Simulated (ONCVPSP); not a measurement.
**Fe, ONCV: configuration errors across variants**

ONCVPSP 4.0.1 input, shortened (lines: element, Z, core and valence counts, functional; n l f; lmax; l rc ep ncon nbas qcut; lloc lpopt rc5 dvloc0; l nproj debl; icmod fcfact rcfact), PBE, scalar-relativistic:

```
  Fe 26.00    5    2        4      upf
    1    0    2.00
    2    0    2.00
    2    1    6.00
    3    0    2.00
    3    1    6.00
    3    2    6.00
    4    0    1.75
    2
    0    2.50    0.00    4    9    3.30
    1    2.50    0.33    4    8    2.90
    2    1.55    0.00    4    8    8.70
    4    5    1.15    0.00
    0    2    1.40
    1    2    1.10
    2    1    2.50
    2    0.25    0.85
```

In the p channel the program set the typed energies aside and used 0.050, 1.150 Ha.

All-electron excitation energies from the reference (eV): (1) 3d6 4s2 -1.530; (2) 3d6 4s1 7.200; (3) 3d6 4s0 23.403; (4) 3d7 4s0 5.107.

2 further variants failed, have other tests or too few solved ones, and are left out.

A true bound ghost makes a file unfit for plane-wave use even where its test errors are small: the radial tests pick states by their node count and pass the ghost by.

Errors AE − PS in meV (a dash: test not solved or not reliable):

| change | (1) | (2) | (3) | (4) | bound ghosts | GHOST(+) flags above zero |
| --- | --- | --- | --- | --- | --- | --- |
| base | 0.0 | -2.3 | -15 | -141 | s | p |
| s: debl 4.25 | +0.1 | -1.5 | -15 | -141 | none | s, p |
| s: qcut 2.7; p: qcut 2.4; d: qcut 7.1 | +0.1 | -1.3 | -12 | -67 | s | p |
| d: qcut 10.3 | 0.0 | -2.9 | -19 | -159 | s | p |
| p: rc 1.76 | 0.0 | -2.3 | -15 | -141 | s, p | p |
| core correction Teter function fitted to the true core (icmod 2), fcfact 0.32 | 0.0 | -2.5 | -17 | -144 | s | p |
| core correction polynomial model core, fcfact 0.3 | -0.1 | -4.2 | -29 | -151 | s | p |

Give the same row for: local potential polynomial inside 1.15 bohr (lpopt 5, dvloc0 3.5 Ha).

+0.1, -2.1, -15, -144; bound ghosts: none; GHOST(+) flags above zero: s, p.
